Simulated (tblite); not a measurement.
Compound: C4H6O2SSi.
Numbering: `[CH2:1]=[CH:2][C@@H:3]1[O:4][SiH2:5][O:6][C:7]1=[S:8]` (hydrogens: H9, H10 on C1; H11 on C2; H12 on C3; H13, H14 on Si5)

Cartesian coordinates in Å at the GFN2-xTB level; atoms count from 1:
```
atom  x, y, z in Å
C1    -2.1530   -0.0462    0.1274
C2    -1.1612   -0.8902    0.3310
C3     0.2447   -0.4764    0.6711
O4     0.3976    0.9085    0.8152
Si5    1.2852    1.5789   -0.3767
O6     1.7005    0.1173   -1.0768
C7     1.1586   -0.9126   -0.4641
S8     1.4232   -2.4462   -0.8908
H9    -2.0151    1.0176    0.2268
H10   -3.1401   -0.3903   -0.1273
H11   -1.2804   -1.9602    0.2393
H12    0.5554   -0.9662    1.6030
H13    0.4858    2.2975   -1.3509
H14    2.4982    2.1681    0.1512
```

All values are computed: GFN2-xTB (tblite) harmonic vibrations without scaling, gas phase. This tight-binding method is rough: wavenumbers can miss measured ones by several per cent, in bad cases by 10 to 20. Modes of hydrogen on silicon can be 10 to 20 % off. One conformer, not necessarily the lowest.

Harmonic wavenumbers (cm⁻¹): 60.0, 81.6, 131.1, 195.0, 281.1, 303.1, 430.3, 482.3, 485.2, 527.0, 582.8, 615.6, 657.2, 669.3, 781.2, 795.1, 830.2, 881.1, 905.6, 963.3, 1011.1, 1019.6, 1111.7, 1150.1, 1168.5, 1250.9, 1262.1, 1311.6, 1392.4, 1710.1, 2376.9, 2410.1, 2893.2, 3079.8, 3108.1, 3138.1.

A = 1906, B = 1453, C = 920.9 MHz; mass 145.986 u (most abundant isotopes); point group C1, symmetry number 1.

Problem. Zero-point energy?

Solution. ½Σν̃ = 20026 cm⁻¹ = 239.56 kJ/mol.

Problem. Entropy at 273.15 K, 1 bar (ideal gas, RRHO, classical rotation)?

Solution. Translation 169.19, rotation 121.18, vibration 84.21: S = 374.6 J/(mol K).

Problem. And Cp and H(273.15 K) − H(0)?

Solution. Cp = 130.97 J/(mol K), of which vibrations give 97.71 (their classical limit is 36 R = 299.3); H(273.15 K) − H(0) = 21.74 kJ/mol without the zero-point energy, 12.65 from vibrations.

Problem. Blend soft modes into free rotors: weight 1/[1 + (100 cm⁻¹/ν̃)⁴] for the oscillator and the rest for a rotor with moment μB/(μ + B), μ = h/(8π²ν), B = 10⁻⁴⁴ kg m². What vibrational entropy results?

Solution. 78.23 J/(mol K) in place of 84.21, which changes −T·S at 273.15 K by +1.63 kJ/mol.

Problem. What must be added to the electronic energy to get the Gibbs energy at 273.15 K and 1 bar?

Solution. ZPE + [H(273.15 K) − H(0)] − T·S = 239.56 + 21.74 − 102.32 = 158.98 kJ/mol.

Problem. Which modes carry the vibrational entropy at 273.15 K?

Solution. 60.0 cm⁻¹: 17.93; 81.6 cm⁻¹: 15.40; 131.1 cm⁻¹: 11.56; 195.0 cm⁻¹: 8.45; 281.1 cm⁻¹: 5.77; 303.1 cm⁻¹: 5.25 J/(mol K); the other 30 give 19.86 together.

Problem. How do the functions run with temperature in this model?

Solution. 
```json
{"T (K)": "50", "S (J/(mol K))": "242.7", "Cp (J/(mol K))": "49.2", "H − H(0) (kJ/mol)": "1.97", "G − H(0) (kJ/mol)": "-10.17", "ln q(vib)": "0.32"}
{"T (K)": "100", "S (J/(mol K))": "282.0", "Cp (J/(mol K))": "65.8", "H − H(0) (kJ/mol)": "4.85", "G − H(0) (kJ/mol)": "-23.35", "ln q(vib)": "1.18"}
{"T (K)": "298.15", "S (J/(mol K))": "386.5", "Cp (J/(mol K))": "140.3", "H − H(0) (kJ/mol)": "25.13", "G − H(0) (kJ/mol)": "-90.09", "ln q(vib)": "5.07"}
{"T (K)": "373.15", "S (J/(mol K))": "420.8", "Cp (J/(mol K))": "165.9", "H − H(0) (kJ/mol)": "36.64", "G − H(0) (kJ/mol)": "-120.37", "ln q(vib)": "6.63"}
{"T (K)": "500", "S (J/(mol K))": "474.3", "Cp (J/(mol K))": "200.0", "H − H(0) (kJ/mol)": "59.96", "G − H(0) (kJ/mol)": "-177.21", "ln q(vib)": "9.29"}
{"T (K)": "750", "S (J/(mol K))": "564.4", "Cp (J/(mol K))": "242.9", "H − H(0) (kJ/mol)": "115.83", "G − H(0) (kJ/mol)": "-307.44", "ln q(vib)": "14.34"}
{"T (K)": "1000", "S (J/(mol K))": "638.1", "Cp (J/(mol K))": "268.8", "H − H(0) (kJ/mol)": "180.04", "G − H(0) (kJ/mol)": "-458.03", "ln q(vib)": "18.98"}
```

q(vib) and H(0) count from the zero-point level.

Hindered rotation and anharmonicity are outside this model. Other conformers, if any are populated, would add a mixing term that is left out. The structure is chiral; the term R ln 2 for an equal mix with its mirror image is left out.
